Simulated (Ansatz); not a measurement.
C2H6FNSSi (`F[SiH]1CN1CS`), relaxed with RKS PBE0-D4/def2-TZVP in Ansatz from a PBE-D4/def2-SVP geometry. The force threshold is 0.005 eV/Å; the program also tests the step.

Total charge 0; spin multiplicity 1.

Start:

```xyz
12

F    -0.295    2.894   -1.250
Si   -0.200    1.264   -1.206
C    -1.304    0.182   -0.190
N     0.063    0.528    0.318
C     0.914   -0.352    1.040
S     1.381   -1.955    0.185
H     0.472    0.835   -2.463
H    -2.154    0.548    0.421
H    -1.440   -0.870   -0.531
H     1.888    0.143    1.227
H     0.475   -0.623    2.023
H     0.202   -2.594    0.424
```

Q: How much energy does the relaxation release, and in how many steps? (An estimate is asked.)

A: The calculation gave: 2.40 kcal/mol, in 13 steps, 1 of them rejected.

Q: Which bonds change most? (Estimate.)

A: The calculation gave: F1–Si2 from 1.633 to 1.588 Å; C5–S6 from 1.875 to 1.838 Å; Si2–N4 from 1.713 to 1.676 Å; Si2–C3 from 1.850 to 1.820 Å.

Q: Give the relaxed structure. (An estimate is asked.)

A: Computed: 
```xyz
12

F    -0.316    2.848   -1.220
Si   -0.201    1.265   -1.185
C    -1.290    0.181   -0.208
N     0.079    0.521    0.291
C     0.912   -0.356    1.024
S     1.350   -1.944    0.209
H     0.458    0.855   -2.435
H    -2.109    0.530    0.419
H    -1.421   -0.848   -0.553
H     1.873    0.127    1.207
H     0.470   -0.599    1.993
H     0.195   -2.579    0.459
```
